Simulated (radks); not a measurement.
Species: Pb IV. Configuration: [Kr] 4d10 4f14 5s2 5p4 5d10 6s1 7s2 (not the ground configuration).

Method: scalar-relativistic Kohn-Sham, B86b exchange with PBE correlation, spin-polarised, spherical densities, finite nucleus; open shells are filled with parallel spins first (spin-orbit coupling, left out, can overturn this in heavy ions); Fermi nuclear charge, rms radius 5.5012 fm; computed with a radial shooting solver on a logarithmic mesh with Libxc functionals.

Energy parts (hartree):
| part | energy |
|---|---|
| total | -20867.7069 |
| kinetic | 23569.7609 |
| electron-nucleus | -51933.5805 |
| Hartree | 7881.7409 |
| exchange-correlation | -385.6281 |

Orbitals (lengths in bohr, moments of r in powers of bohr; <r^-3> diverges for s and p1/2):
\begin{tabular}{lrrrrrr}
orbital & occ. & eigenvalue (hartree) & <r^-3> & <r^2> & <1/r> & <r> \\ \hline
1s up & 1 & -3239.062 & - & 0.0003574 & 101.3 & 0.01605 \\
1s down & 1 & -3239.048 & - & 0.0003574 & 101.3 & 0.01605 \\
2s up & 1 & -581.0865 & - & 0.005422 & 23.79 & 0.06761 \\
2s down & 1 & -581.0791 & - & 0.005422 & 23.79 & 0.06761 \\
2p up & 3 & -498.9469 & 29560 & 0.004617 & 20.91 & 0.06143 \\
2p down & 3 & -498.9359 & 29560 & 0.004617 & 20.91 & 0.06143 \\
3s up & 1 & -141.0535 & - & 0.03486 & 8.819 & 0.1746 \\
3s down & 1 & -141.0449 & - & 0.03486 & 8.818 & 0.1746 \\
3p up & 3 & -117.4852 & 6858 & 0.03611 & 7.980 & 0.1764 \\
3p down & 3 & -117.4755 & 6858 & 0.03611 & 7.980 & 0.1764 \\
3d up & 5 & -93.38669 & 832.8 & 0.02992 & 7.489 & 0.1599 \\
3d down & 5 & -93.37703 & 832.8 & 0.02992 & 7.489 & 0.1599 \\
4s up & 1 & -33.51586 & - & 0.1665 & 3.798 & 0.3842 \\
4s down & 1 & -33.49999 & - & 0.1665 & 3.798 & 0.3842 \\
4p up & 3 & -25.78629 & 1687 & 0.1908 & 3.415 & 0.4098 \\
4p down & 3 & -25.76981 & 1687 & 0.1907 & 3.415 & 0.4097 \\
4d up & 5 & -16.82095 & 181.2 & 0.2140 & 3.071 & 0.4307 \\
4d down & 5 & -16.80182 & 181.3 & 0.2137 & 3.072 & 0.4304 \\
4f up & 7 & -6.92144 & 36.82 & 0.2448 & 2.680 & 0.4525 \\
4f down & 7 & -6.89713 & 36.93 & 0.2435 & 2.684 & 0.4515 \\
5s up & 1 & -7.25647 & - & 0.7985 & 1.614 & 0.8449 \\
5s down & 1 & -7.17392 & - & 0.7986 & 1.616 & 0.8449 \\
5p up & 3 & -5.06805 & 328.4 & 1.028 & 1.395 & 0.9566 \\
5p down & 1 & -4.98565 & 327.7 & 1.031 & 1.394 & 0.9578 \\
5d up & 5 & -2.55985 & 25.38 & 1.625 & 1.092 & 1.194 \\
5d down & 5 & -2.48585 & 25.10 & 1.636 & 1.088 & 1.198 \\
6s up & 1 & -1.82421 & - & 4.081 & 0.6775 & 1.914 \\
6s down & 0 & -1.76514 & - & 4.113 & 0.6769 & 1.919 \\
7s up & 1 & -0.73686 & - & 16.83 & 0.3282 & 3.903 \\
7s down & 1 & -0.73670 & - & 17.07 & 0.3231 & 3.937 \\
\end{tabular}

The highest occupied level is 7s down at -20.047 eV. The configuration is held as typed, so some empty levels lie below it. Summed over all electrons, <r^2> = 67.66 bohr^2, which gives a Langevin (diamagnetic) susceptibility term of -53.6 x 10^-6 cm^3/mol.
